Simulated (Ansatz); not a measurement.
Consider the isomerisation: `C[SiH](F)[SnH3]` → `F[CH]([SiH3])[SnH3]`.

Isolated molecules relaxed with PBE0-D4/def2-TZVP in Ansatz; ΔE leaves out vibrations. CBS: MP2 limit from def2 TZ/QZ plus the TZ coupled-cluster correction, frozen cores. DFT in def2-TZVPP. B3LYP here is the variant with VWN-RPA as its local correlation; programs differ in this. def2 core potentials past Kr. For Sn outer-core shells are correlated without core-valence functions, which leaves a few kJ/mol of doubt a bond.

| level | ΔE (kJ/mol) | difference from CCSD(T)/CBS |
| --- | --- | --- |
| r2SCAN-D4 | 298.3 | -0.1 |
| ωB97X-V | 289.1 | -9.3 |
| B2PLYP | 296.8 | -1.6 |
| PBE | 287.9 | -10.5 |
| r2SCAN | 298.5 | 0.1 |
| B3LYP | 293.3 | -5.1 |
| HF/def2-QZVPP | 302.8 | 4.4 |
| MP2/def2-QZVPP | 307.4 | 9.0 |
| SCS-MP2/def2-QZVPP | 299.7 | 1.3 |
| CCSD/CBS(def2) | 301.5 | 3.1 |
| CCSD(T)/CBS | 298.4 | 0 |

Largest T1 diagnostic among the species: 0.013.

From PBE to PBE0 (25 % exact exchange), in def2-TZVPP and without D4, ΔE moves by +9.1 kJ/mol.
